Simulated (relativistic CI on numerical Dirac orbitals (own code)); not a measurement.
# Ir²⁺: 4d photoemission

Computed with this model: Dirac-Coulomb-Breit CI, KLI orbitals optimised for each configuration, model QED, multiplet model of photoemission in the sudden approximation, unscaled Slater integrals; configurations [Xe] 4f14 5d7 → [Kr] 4d9 4f14 5s2 5p6 5d7; 80 K; Lorentzian 4.9 eV and Gaussian 0.6 eV FWHM. Energies are those of the free ion, without screening or charge transfer. The energies are binding energies and can lie tens of eV above those of solids. S is read from ⟨S²⟩ = S(S + 1).

Computed curve for free ion, scaled to 100 at the maximum (points under 2 are left out and the grid is thinned):

(Energy (eV), Intensity): (309.0, 2.2), (310.2, 2.5), (311.8, 2.9), (313.0, 3.4), (314.6, 4.1), (315.8, 4.9), (317.0, 5.9), (318.6, 7.9), (319.8, 10.1), (321.0, 13.4), (322.6, 21.0), (323.8, 31.4), (325.4, 57.7), (326.6, 86.7), (327.8, 100.0), (329.4, 75.7), (330.6, 55.6), (332.2, 36.9), (333.4, 27.3), (334.6, 20.9), (336.2, 16.7), (337.4, 16.2), (338.6, 17.6), (340.2, 23.9), (341.4, 34.3), (343.0, 59.2), (344.2, 72.9), (345.4, 62.2), (347.0, 36.4), (348.2, 23.8), (349.8, 14.4), (351.0, 10.4), (352.2, 7.9), (353.8, 5.7), (355.0, 4.7), (356.2, 3.9), (357.8, 3.1), (359.0, 2.7), (360.6, 2.3), (361.8, 2.0)

The ground state has S = 1.42, and the centroid lies at 334.55 eV.
